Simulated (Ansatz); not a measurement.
`N#[C][Ge]([F])([Cl])[Cl]`, charge 0, multiplicity 1.

**Question.** Give a relaxed structure at PBE0-D4/def2-TZVP (Ansatz). (An estimate is asked.)

**Answer.** Computed: 
```xyz
6

N     0.859   -0.894    2.232
C     0.460   -0.470    1.241
Ge   -0.186    0.206   -0.418
F    -1.078    1.620   -0.064
Cl   -1.474   -1.186   -1.321
Cl    1.419    0.725   -1.670
```
Point group Cs.
